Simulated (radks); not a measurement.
Task: Species: neutral strontium. Configuration: [Ar] 3d10 4s2 4p5 5s2 4d1 (not the ground configuration). Calculated with a radial shooting solver on a logarithmic mesh with Libxc functionals: Dirac Kohn-Sham, PBEsol, spin-unpolarised, spherical densities, point nucleus; open shells are shared between the two j in proportion to 2j + 1.

Spin-orbit splittings of the eigenvalues, e(l+1/2) - e(l-1/2), with zeta = 2 splitting/(2l+1) and mean radii in bohr:

shell  occ.  splitting (eV)  zeta (eV)  <r> j=l-1/2  <r> j=l+1/2
2p        6               ?          ?       0.1475       0.1517
3p        6           10.49      6.993       0.4915       0.5019
3d       10           1.833     0.7331       0.4958       0.4995
4p        5           1.227     0.8177        1.514        1.546
4d        1         0.07039    0.02816        2.822        2.854
5p        0         0.08023    0.05348        5.392        5.505

Estimate the 2p splitting.

Result: 68.34 eV (zeta = 45.56 eV).
